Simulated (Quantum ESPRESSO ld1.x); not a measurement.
Results of a calculation; reference values are marked as such.
Species: the rhodium ion Rh2+. Configuration: [Kr] 4d7 (the NIST ground configuration). Level of theory: Dirac Kohn-Sham, PW91, spin-unpolarised, spherical densities, point nucleus; open shells fill j = l - 1/2 first (ld1.x of Quantum ESPRESSO 7.5).

Spin-orbit splittings of the eigenvalues, e(l+1/2) - e(l-1/2), with zeta = 2 splitting/(2l+1) and mean radii in bohr:

shell	occ.	splitting (eV)	zeta (eV)	<r> j=l-1/2	<r> j=l+1/2
2p	6	144.7	96.46	0.1203	0.1252
3p	6	24.89	16.59	0.3831	0.3938
3d	10	4.909	1.964	0.3683	0.3718
4p	6	3.949	2.633	1.054	1.084
4d	7	0.4459	0.1784	1.436	1.453
